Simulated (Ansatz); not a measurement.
Reaction (ligand exchange at a Ge–C bond): `Cl[SiH](Cl)C[CH2][GeH3]` + `O[SiH2]O` → `O[SiH2][O][GeH3]` + `CC[SiH](Cl)Cl`

Computed with Ansatz on PBE0-D4/def2-TZVP structures; ΔE is electronic, products minus reactants. CCSD(T)/CBS adds triple-zeta CCSD(T) − MP2 to the extrapolated MP2 energy (def2 sets, frozen cores). Functionals use def2-TZVPP. HSE06 is defined as in plane-wave codes. For Ge outer-core shells are correlated without core-valence functions, which leaves a few kJ/mol of doubt a bond. Scalar relativity is left out up to krypton. Each species was taken in one conformer, which may not be the lowest.

Question: Is it downhill or uphill in electronic energy at CCSD(T)/CBS, and by how much? (Best estimate.)

Answer: The calculation gave: Downhill: ΔE = -0.56 eV.

Question: What do these levels give: revPBE-D4, PBE0-D4, r2SCANh-D4, B2PLYP, r2SCAN, HSE06? (Best estimate.)

Answer: Ansatz gave: revPBE-D4 -0.52, PBE0-D4 -0.55, r2SCANh-D4 -0.62, B2PLYP -0.68, r2SCAN -0.63, HSE06 -0.58 eV.

Largest T1 diagnostic among the species: 0.012.

At CCSD(T), def2-SVP lies −0.14 eV from the extrapolated value and def2-TZVPP −0.03 eV. The D4 term adds +0.07 eV with B3LYP and +0.04 eV with PBE0; it sums over pairs of atoms, weighted by their polarisabilities, and B3LYP, whose exchange is more repulsive, gets the larger term.

B3LYP here is the variant with VWN-RPA as its local correlation; programs differ in this.
